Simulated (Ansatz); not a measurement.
F2HOSi2−: structure from calculated spectroscopic constants

These gas-phase data were calculated for one isomer of F2HOSi2− at PBE0-D3(BJ)/def2-SVPD (harmonic, unscaled wavenumbers; equilibrium rotational constants with average atomic masses):

| Quantity | Value |
| --- | --- |
| rotational constants | 5.891, 2.29, 1.95 GHz |
| all wavenumbers above 1500 cm⁻¹ | 1887 |

Candidates:

(1) `F[Si-]1O[Si@@H]1F`, a singlet
(2) `F[Si]1(F)O[SiH-]1`, a singlet

Task: Assign the data to one candidate and say why. Where the bands don't settle it, estimate the moments of inertia from typical bond lengths.

Result: Candidate (2). The rotational constants decide: (1) would give 9.504, 1.723, 1.658 GHz.

The same quantities for all candidates:

|  | rotational constants (GHz) | wavenumbers above 1500 cm⁻¹ | E above the lowest, PBE0-D3(BJ)/def2-SVPD (kcal/mol) |
| --- | --- | --- | --- |
| (1) | 9.504, 1.723, 1.658 | 2084 | 0.0 |
| (2) | 5.891, 2.29, 1.95 | 1887 | 3.2 |

Programs: Ansatz 0.2.0.
